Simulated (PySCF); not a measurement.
# Where the electron goes

Compound: GeH2Me(OEt), C3H10GeO.
Z-matrix (Å and degrees, PBE0-D3(BJ)/def2-SVP geometry), rows numbered from 1:
```
Ge
H   1  1.5471
H   1  1.5470  2  109.44
C   1  1.9361  2  112.72  3  -126.02
H   4  1.0996  1  110.58  2    60.54
H   4  1.0992  1  109.84  2   -59.61
H   4  1.0990  1  109.93  2  -179.21
O   1  1.7862  2  108.28  3   118.03
C   8  1.4032  1  120.09  2   -58.57
C   9  1.5121  8  109.21  1   178.47
H   9  1.1101  8  110.98  1   -60.58
H   9  1.1101  8  111.05  1    57.43
H  10  1.1006  9  111.01  8   179.91
H  10  1.1003  9  110.32  8   -59.65
H  10  1.1003  9  110.29  8    59.52
```

Computed with PySCF 2.14.0, density-fitted response routines, TDDFT B3LYP/def2-SVPD, vertical, gas phase, core orbitals frozen in the response. The B3LYP/def2-SVPD calculation is non-relativistic and has no spin–orbit coupling, an omission that weighs most on germanium.

Kohn–Sham orbitals with the atoms that hold most of them (Löwdin shares over 4%, at most four atoms; ? is withheld):

```tsv
orbital	ε (eV)	atoms
HOMO-3	-9.10	Ge1 28%, H3 17%, H2 17%, C9 8%
HOMO-2	-8.86	C4 37%, Ge1 24%, C9 5%, O8 5%
HOMO-1	-8.17	?
HOMO	-7.33	?
LUMO	?	Ge1 32%, C4 15%, H3 11%, H2 11%
LUMO+1	0.32	Ge1 38%, C9 9%, H2 8%, H3 8%
LUMO+2	0.67	Ge1 20%, C4 15%, H2 13%, H3 13%
```

Problem. Which atoms hold the HOMO-1, and with what shares?

Solution. O8 (bonded to C and Ge) 52%; C9 (bonded to C, O and 2 H) 12%; Ge1 (bonded to C, O and 2 H) 10%; C10 (bonded to C and 3 H) 9%. By element: oxygen 52%, carbon 21% or more, germanium 10%.

Problem. Which atoms hold the HOMO, and with what shares?

Solution. O8 (bonded to C and Ge) 57%; C9 (bonded to C, O and 2 H) 13%; Ge1 (bonded to C, O and 2 H) 8%; H11 (bonded to C) 6%.

Problem. What is the LUMO energy, and the HOMO–LUMO gap?

Solution. ε(LUMO) = 0.22 eV; the gap is 7.56 eV (0.2777 hartree).

Problem. How does S1 compare with the orbital gap of 7.56 eV?

Solution. S1 is at 6.49 eV (f = 0.0002), 1.06 eV below the gap, made of HOMO→LUMO (65%), HOMO→LUMO+1 (29%). Without the coupling terms of the response equations the lowest excitation would equal the gap.

Next come S2 at 6.74 eV (f 0.016), HOMO→LUMO+1 (69%), HOMO→LUMO (29%); S3 at 7.10 eV (f 0.025), HOMO→LUMO+2 (94%); S4 at 7.46 eV (f 0.074), HOMO-1→LUMO (56%), HOMO-1→LUMO+1 (40%); S5 at 7.51 eV (f 0.0025), HOMO→LUMO+3 (96%).

Löwdin shares depend on the basis, the more so with diffuse functions.

On one thread of an Intel Xeon at 2.50 GHz (shared host), this took 4.4 min wall (grids of density and orbitals included) and 0.98 GiB of memory at its peak.

One conformer stands for the species.
